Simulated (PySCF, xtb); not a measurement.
OSn, SMILES [Sn]=[O] (connectivity only; charge and spin as stated), neutral, multiplicity 1.

Harmonic wavenumbers (cm⁻¹) from GFN2-xTB (xtb 6.7.1) at its own minimum, in rising order: 705.

**Question.** What does PBE-D3(BJ)/def2-TZVP run with PySCF give at its own minimum? (The exact figures need the calculation; the answer reports its results.)

**Answer.** 806. Paired by order, the mean absolute difference is 101 cm⁻¹ and the zero-point energies are 1.0 and 1.2 kcal/mol.
